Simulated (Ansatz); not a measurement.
Stepwise reaction of `[OH][Zr]([OH])([SH])[SH]` with hydrogen fluoride, as a gas-phase model of exchange steps in deposition or etching. ΔE in kJ/mol.

Isolated molecules relaxed with PBE0-D4/def2-TZVP in Ansatz; ΔE leaves out vibrations. CCSD(T)/CBS adds triple-zeta CCSD(T) − MP2 to the extrapolated MP2 energy (def2 sets, frozen cores). This one scheme is used for every species. DFT in def2-TZVPP. B3LYP here is the variant with VWN-RPA as its local correlation; programs differ in this. Elements past krypton have def2 core potentials. For Zr outer-core shells are correlated without core-valence functions, which leaves a few kJ/mol of doubt a bond. Each species was taken in one conformer, which may not be the lowest.

```json
{"step": "1", "reaction": "`[OH][Zr]([OH])([SH])[SH]` + H–F → `[OH][Zr]([OH])([F])[SH]` + H₂S", "PBE-D4": "-78.4", "B3LYP-D4": "-84.5", "ωB97M-V": "-86.4", "CCSD(T)/CBS": "-73.5"}
{"step": "2", "reaction": "`[OH][Zr]([OH])([F])[SH]` + H–F → `[OH][Zr]([OH])([F])[F]` + H₂S", "PBE-D4": "-82.2", "B3LYP-D4": "-88.5", "ωB97M-V": "-89.6", "CCSD(T)/CBS": "-78.6"}
```

By hand: ΔE of the 2 steps together at CCSD(T)/CBS.

(-73.5) + (-78.6) = -152.1 kJ/mol, or -76.0 kJ/mol a step.

In ΔE each step is lower than the one before. All are downhill at CCSD(T)/CBS. PBE-D4 differs from CCSD(T)/CBS by -4.9 to -3.6 kJ/mol a step. Isolated molecules leave out the surface, adducts and barriers. Largest T1 diagnostic: 0.017.
